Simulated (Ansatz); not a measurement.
Species: [Al(F)3(H2O)] (charge 0, multiplicity 1).

Give a relaxed geometry from B3LYP-D3(BJ)/def2-SVP in Ansatz (a first-principles code).

Several could match; the one computed here: the end point of this relaxation, one of several conformers.
Z-matrix (Å, degrees):
```
Al
F 1 1.6594
F 1 1.6697 2 117.61
F 1 1.6699 2 117.67 3 149.92
O 1 1.9551 2 106.88 3 -105.18
H 5 0.9720 1 110.33 2 120.18
H 5 0.9722 6 107.71 1 -119.99
```
